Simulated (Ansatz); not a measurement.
The same hydrolysis along the group F, Cl, Br.

Gas-phase electronic energies from Ansatz, PBE0-D4/def2-TZVP geometries. CCSD(T)/CBS adds triple-zeta CCSD(T) − MP2 to the extrapolated MP2 energy (def2 sets, frozen cores). This one scheme is used for every species. Functionals use def2-TZVPP. For Br, Mg outer-core shells are correlated without core-valence functions, which leaves a few kJ/mol of doubt a bond. Scalar relativity is left out up to krypton. One conformer a species, not always the lowest.

```csv
reaction,LDA (SPW92) (eV),revPBE-D4 (eV),B97M-V (eV),CCSD(T)/CBS(def2) (eV)
`[NH2][Mg][F]` + H₂O → `[OH][Mg][F]` + NH₃,-0.58,-0.59,-0.66,-0.63
`[NH2][Mg][Cl]` + H₂O → `[OH][Mg][Cl]` + NH₃,-0.58,-0.59,-0.66,-0.63
`[NH2][Mg][Br]` + H₂O → `[OH][Mg][Br]` + NH₃,-0.58,-0.59,-0.66,-0.63
```

Largest T1 diagnostic: 0.011, for `[OH][Mg][F]`.
